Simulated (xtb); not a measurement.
xtb input (GFN2-xTB):

```bash
xtb mol.xyz --gfn 2 --sp --chrg 0 --uhf 0
```
mol.xyz:
```
3

Ce     0.03012061     0.11674394     0.06311821
O      1.18509916    -0.17020471    -1.31438552
O     -1.40347359    -0.67618887     0.85677852
```

End of the output:

```
         :::::::::::::::::::::::::::::::::::::::::::::::::::::
         ::                     SUMMARY                     ::
         :::::::::::::::::::::::::::::::::::::::::::::::::::::
         :: total energy              -8.984532055922 Eh    ::
         :: gradient norm              0.128963272942 Eh/a0 ::
         :: HOMO-LUMO gap              1.734935123206 eV    ::
         ::.................................................::
         :: SCC energy                -9.038241805669 Eh    ::
         :: -> isotropic ES            0.077175751731 Eh    ::
         :: -> anisotropic ES          0.016173940907 Eh    ::
         :: -> anisotropic XC         -0.015138195682 Eh    ::
         :: -> dispersion             -0.001094145020 Eh    ::
         :: repulsion energy           0.053709749747 Eh    ::
         :: add. restraining           0.000000000000 Eh    ::
         :: total charge               0.000000000104 e     ::
         :::::::::::::::::::::::::::::::::::::::::::::::::::::

           -------------------------------------------------
          |                Property Printout                |
           -------------------------------------------------

    * Orbital Energies and Occupations

         #    Occupation            Energy/Eh            Energy/eV
      -------------------------------------------------------------
         1        2.0000           -0.6999678             -19.0471
         2        2.0000           -0.6953774             -18.9222
         3        2.0000           -0.4836908             -13.1619
         4        2.0000           -0.4805219             -13.0757
         5        2.0000           -0.4597154             -12.5095
         6        1.9998           -0.4516220             -12.2893
         7        1.9278           -0.4457848             -12.1304
         8        1.0724           -0.4409369             -11.9985 (HOMO)
         9                         -0.3771792             -10.2636 (LUMO)
        10                         -0.3248244              -8.8389
        11                         -0.3245887              -8.8325
        12                         -0.3158787              -8.5955
        13                         -0.2992445              -8.1429
        14                         -0.2153533              -5.8601
        15                         -0.1374907              -3.7413
        16                         -0.0661337              -1.7996
        17                          0.1386208               3.7721
Note: The following floating-point exceptions are signalling: IEEE_DENORMAL
normal termination of xtb
      -------------------------------------------------------------
                  HL-Gap            0.0637577 Eh            1.7349 eV
             Fermi-level           -0.4262088 Eh          -11.5977 eV

     #   Z          covCN         q      C6AA      α(0)
     1  58 Ce       1.356     0.790   499.894    48.498
     2   8 O        0.678    -0.395    21.660     6.235
     3   8 O        0.678    -0.395    21.660     6.235

 Mol. C6AA /au·bohr⁶  :        968.831273
 Mol. C8AA /au·bohr⁸  :     152076.894381
 Mol. α(0) /au        :         60.968328

Wiberg/Mayer (AO) data.
largest (>0.10) Wiberg bond orders for each atom

 ---------------------------------------------------------------------------
     #   Z sym  total        # sym  WBO       # sym  WBO       # sym  WBO
 ---------------------------------------------------------------------------
     1  58 Ce   3.262 --     3 O    1.631     2 O    1.631
     2   8 O    1.998 --     1 Ce   1.631     3 O    0.367
     3   8 O    1.998 --     1 Ce   1.631     2 O    0.367
 ---------------------------------------------------------------------------

Topologies differ in total number of bonds
Writing topology from bond orders to xtbtopo.mol

molecular dipole:
                 x           y           z       tot (Debye)
 q only:        0.208       0.806       0.436
   full:        0.357       1.384       0.748       4.100
molecular quadrupole (traceless):
                xx          xy          yy          xz          yz          zz
 q only:       -2.704      -1.567       3.463       5.851       0.784      -0.759
  q+dip:       -2.924      -1.629       3.752       6.232       0.906      -0.828
   full:       -4.822      -2.716       6.184      10.320       1.467      -1.362

           -------------------------------------------------
          | TOTAL ENERGY               -8.984532055922 Eh   |
          | GRADIENT NORM               0.128963272942 Eh/α |
          | HOMO-LUMO GAP               1.734935123206 eV   |
           -------------------------------------------------

------------------------------------------------------------------------
------------------------------------------------------------------------
 total:
 SCF:
```
